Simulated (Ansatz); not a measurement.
Cl$_{2}$GeH$_{4}$O$_{2}$Si, SMILES `O[Si](O)(Cl)[GeH2][Cl]`, relaxed with RKS PBE0-D4/def2-TZVP in Ansatz from a GFN2-xTB geometry. The force threshold is 0.005 eV/Å; the program also tests the step.

Total charge 0; spin multiplicity 1.

Start:

```xyz
10

O    -0.264    1.911    0.414
Si    0.031    0.609   -0.507
O    -1.271    0.382   -1.424
Cl    1.687    0.954   -1.617
Ge    0.186   -1.419    0.630
Cl    1.076   -1.195    2.532
H     0.368    2.234    1.052
H    -1.685    1.098   -1.904
H    -1.145   -2.097    0.892
H     1.019   -2.478   -0.068
```

```tsv
step	energy (eV)	largest force (eV/Å)	largest move (Å)
1	-93586.1759	0.790	0.000
2	-93586.2747	0.215	0.101
3	-93586.2917	0.161	0.062
4	-93586.3026	0.073	0.067
5	-93586.3066	0.060	0.044
6	-93586.3120	0.115	0.090
7	-93586.3158	0.068	0.104
8	-93586.3162	0.065	0.010
9	-93586.3167	0.102	0.157
10	-93586.3173	0.074	0.035
11	-93586.3183	0.049	0.036
12	-93586.3184	0.018	0.004
13	-93586.3184	0.005	0.003
14	-93586.3184	0.004	0.002
```

End:

```xyz
10

O    -0.406    1.796    0.517
Si   -0.068    0.583   -0.517
O    -1.274    0.462   -1.597
Cl    1.727    0.980   -1.445
Ge    0.144   -1.492    0.616
Cl    1.386   -0.946    2.316
H     0.257    2.020    1.174
H    -1.511    1.229   -2.123
H    -1.161   -2.049    1.203
H     0.907   -2.584   -0.144
```

It took 22 s on 2 threads of an AMD EPYC 7R13 on a shared host and a share of an NVIDIA H100 80 GB, with 0.98 GiB of host memory at the peak.
